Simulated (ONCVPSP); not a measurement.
**Mo: one change to an ONCV potential, before and after**

molybdenum, optimised norm-conserving Vanderbilt (ONCV), made with ONCVPSP 4.0.1 (PBEsol, scalar-relativistic). Core [Ar] 3d10, reference 4s2 4p6 4d5 5s1. Waves: 4s+5s: rc 1.70 bohr, ncon 4, nbas 7, qcut 8.6 1/bohr, 2 projectors; 4p: rc 1.35 bohr, ncon 5, nbas 10, qcut 5.5 1/bohr, 2 projectors, debl 3.9 Ha; 4d: rc 1.65 bohr, ncon 5, nbas 8, qcut 4.9 1/bohr, 1 projector. Local part: polynomial inside 1.30 bohr (lpopt 4, dvloc0 2 Ha). Core correction: none.

Change: local potential polynomial inside 1.30 bohr (lpopt 4, dvloc0 1 Ha).

Cutoffs: the cutoffs (Ha) at which the residual kinetic energy of the hardest occupied pseudo-wave falls to 1 and 0.1 mHa per electron; they do not see the model core or the augmentation charge, which bear on the density cutoff. Errors are all-electron minus pseudo energies relative to the spin-unpolarised reference configuration.

Q: What does the change do?

A: The potential gets neither clearly harder nor softer (110 Ha and 180 Ha → 110 Ha and 180 Ha); of the 4 tests that both files solve, the error grows in 2 and shrinks in 1 by more than 15 % and 0.3 meV (median size 1.3 → 1.2 meV); neither file shows a bound ghost.

```tsv
quantity	base	changed
cutoff, loose	110 Ha	110 Ha
cutoff, tight	180 Ha	180 Ha
bound ghosts	none	none
GHOST(+) flags under 300 eV	none	none
error for 4s2 4p6 4d5 5s0, meV [ΔE 6.90 eV]	-1.7	-1.7
error for 4s2 4p6 4d4 5s0, meV [ΔE 22.36 eV]	-1.0	-0.6
error for 4s2 4p6 4d3 5s0, meV [ΔE 49.09 eV]	+2.0	+3.7
error for 4s2 4p6 4d4 5s1, meV [ΔE 8.08 eV]	+0.5	+0.8
s: phases at 1.73 bohr within 0.05 rad from the reference energy up to (Ha; the scan ends near 5)	to the end of the scan	to the end of the scan
p: phases at 1.37 bohr within 0.05 rad from the reference energy up to (Ha; the scan ends near 5)	to the end of the scan	to the end of the scan
d: phases at 1.68 bohr within 0.05 rad from the reference energy up to (Ha; the scan ends near 5)	4.1	4.6
```
